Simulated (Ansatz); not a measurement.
Basis sets compared for SnIH3 (SnH3I). Total charge 0; singlet. Geometry PBE-D4/def2-TZVP. Ansatz on 4 threads of Arm Neoverse V2 on a shared host; times are rough, and most runs start from earlier orbitals.

```xyz
5

Sn   -0.194   -0.028   -0.138
I     1.997    0.291    1.421
H    -0.975   -1.465    0.379
H     0.355   -0.150   -1.758
H    -1.184    1.353    0.096
```

In the def2 sets I, Sn take a core potential, while STO-3G treats all electrons; there is no spin–orbit coupling.

STO-3G and 6-31G are all-electron sets without relativity, so their totals don't compare with the def2 sets.

Binding counts from free atoms (Sn triplet, I doublet, H doublet) in the same basis, without a counterpoise term.

```json
{"level": "HF/STO-3G", "functions": "57", "energy (Eh)": "-12815.7998", "HOMO (eV)": "-7.18", "LUMO (eV)": "7.29", "binding per atom (eV)": "–", "wall time": "0.3 s"}
{"level": "PBE-D4/def2-SVP", "functions": "67", "energy (Eh)": "-513.7887", "HOMO (eV)": "-6.28", "LUMO (eV)": "-2.15", "binding per atom (eV)": "2.14", "wall time": "0.4 s"}
{"level": "PBE0-D4/def2-SVP", "functions": "67", "energy (Eh)": "-513.8315", "HOMO (eV)": "-7.44", "LUMO (eV)": "-1.37", "binding per atom (eV)": "2.13", "wall time": "0.7 s"}
```

(1) Estimate the rows for HF/def2-TZVP, PBE-D4/def2-TZVP, PBE0-D4/def2-TZVP.

Answers

(1) 
```json
{"level": "HF/def2-TZVP", "functions": "118", "energy (Eh)": "-511.7860", "HOMO (eV)": "-10.02", "LUMO (eV)": "1.47", "binding per atom (eV)": "1.57", "wall time": "0.65 s"}
{"level": "PBE-D4/def2-TZVP", "functions": "118", "energy (Eh)": "-513.8103", "HOMO (eV)": "-6.40", "LUMO (eV)": "-2.27", "binding per atom (eV)": "2.16", "wall time": "0.6 s"}
{"level": "PBE0-D4/def2-TZVP", "functions": "118", "energy (Eh)": "-513.8510", "HOMO (eV)": "-7.53", "LUMO (eV)": "-1.47", "binding per atom (eV)": "2.16", "wall time": "1.2 s"}
```
